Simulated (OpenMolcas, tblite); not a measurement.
A ladder of methods for CH3BCl2O (methoxydichloroborane)

CH3BCl2O: 8 atoms, total charge 0, spin state singlet. As SMILES, `COB(Cl)Cl`. Geometry: relaxed at PBE0-D4/def2-TZVP.

```
atom    x (Å)    y (Å)    z (Å)
   C  -0.1730  -0.6441   0.9404
   O   0.0001  -0.5471  -0.4623
   B   0.2130   0.5735  -1.1475
  Cl   0.3829   0.4557  -2.8876
  Cl   0.3318   2.1607  -0.3896
   H   0.4521  -1.4624   1.2973
   H   0.1042   0.2820   1.4452
   H  -1.2188  -0.8754   1.1482
```

Quantity: the HOMO–LUMO gap, in eV. The values are calculated.

| level | kind | program | value (eV) | CPU time |
| --- | --- | --- | --- | --- |
| IPEA1-xTB | semi-empirical | tblite | 6.52 | under 2 s |
| HF/def2-SVP | Hartree–Fock | OpenMolcas | 16.13 | 14 s |
| SVWN5/def2-SVP | LDA | OpenMolcas | 6.27 | 36 s |
| BLYP/def2-SVP | GGA | OpenMolcas | 6.36 | 48 s |
| r2SCAN/def2-SVP | meta-GGA | OpenMolcas | 7.15 | 56 s |
| PBE0/def2-SVP | global hybrid | OpenMolcas | 8.85 | 52 s |
| B2PLYP/def2-SVP | double hybrid | OpenMolcas | 11.55 | 30 s |

The values span 6.27 to 16.13 eV. Orbital gaps aren't excitation energies, and those of double hybrids come from the SCF part alone; they tend to grow with the share of exact exchange. Times are those of the runs behind each value, whatever else they computed, on shared processors of several kinds: orders of magnitude only.
